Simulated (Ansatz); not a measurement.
Ideal-gas functions of CH$_{4}$SeSi (`[SiH3]C=[Se]`) at 500 K and 1 bar, from an Ansatz frequency run at PBE0-D4/def2-TZVP.

Molar mass 123.09 g/mol, point group Cs (symmetry number 1), electronic degeneracy 1, moments of inertia 16.68, 243.62, 254.456 u Å². Harmonic wavenumbers (cm⁻¹, unscaled): 84, 190, 510, 537, 727, 766, 907, 931, 934, 966, 1199, 2214, 2216, 2267, 3109.

Use S(trans) = R[1.5 ln M + 2.5 ln T − 1.1517]; rotational temperatures θ = 24.2544 K / I; S(rot) = R[ln(√π/σ · √(T³/θAθBθC)) + 1.5]; for each mode x = 1.438777 ν̃/T, S = R[x/(eˣ − 1) − ln(1 − e⁻ˣ)] and H = RT x/(eˣ − 1); 1 cm⁻¹ = 0.0119627 kJ/mol; R = 8.31446 J/(mol·K).

By hand: the entropy, in J/(mol·K).

Translation 179.6. Rotation: θ = 1.4541, 0.0996, 0.0953 K, giving 112.5. Vibration, mode by mode: 20.14, 13.44, 5.83, 5.48, 3.54, 3.25, 2.36, 2.23, 2.22, 2.06, 1.21, 0.11, 0.10, 0.09, 0.01, in all 62.1. Electronic 0.0. Sum 354.2 J/(mol·K).

By hand: H − E and G − E in kJ/mol, counted from the electronic energy.

Zero-point energy ½ × 17557 × 0.0119627 = 105.0; thermal vibration 16.6; translation, rotation and pV give 4 RT = 16.6. H − E = 138.2 kJ/mol, and G − E = 138.2 − 500 × 354.2/1000 = -38.9 kJ/mol.

Vibration gives 18 % of the entropy, 20.1 J/(mol·K) of it from the mode under 150 cm⁻¹: soft modes count most, and the harmonic formula is weakest for them.
